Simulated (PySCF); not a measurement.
# Correlation energy of Pt³⁺ (platinum, charge +3)

Starting occupation: [Xe] 4f14 5d7, 5d3/2 with m_j = -3/2, -1/2, +1/2, +3/2, 5d5/2 with m_j = +1/2, +3/2, +5/2. All numbers are calculated (PySCF 2.14, X2C-1e with screened-nucleus spin-orbit coupling, Gaussian nucleus, in x2c-SVPall-2c (7s9p9d2f, 93 functions)). Frozen: [Kr] 4d10 4f14; 15 electrons correlated; the 22 highest virtual spinors left out.

MP2 pair energies summed by pair of shells (mhartree):

```json
{"pair": "5d-5d", "energy": "-78.70", "share (%)": "42.6"}
{"pair": "5d-5p", "energy": "-67.16", "share (%)": "36.4"}
{"pair": "5p-5p", "energy": "-26.67", "share (%)": "14.5"}
{"pair": "5d-5s", "energy": "-5.38", "share (%)": "2.9"}
{"pair": "5p-5s", "energy": "-4.90", "share (%)": "2.7"}
{"pair": "5s-5s", "energy": "-1.74", "share (%)": "0.9"}
```

Total MP2 correlation energy: -184.54 mhartree.

The GHF reference relaxed away from the jj start to a determinant that is no pure jj level (⟨S²⟩ = 3.43, ⟨J²⟩ = 24.76); the energies belong to that determinant.

This basis was not built for core-valence correlation, so the inner-shell part is incomplete.
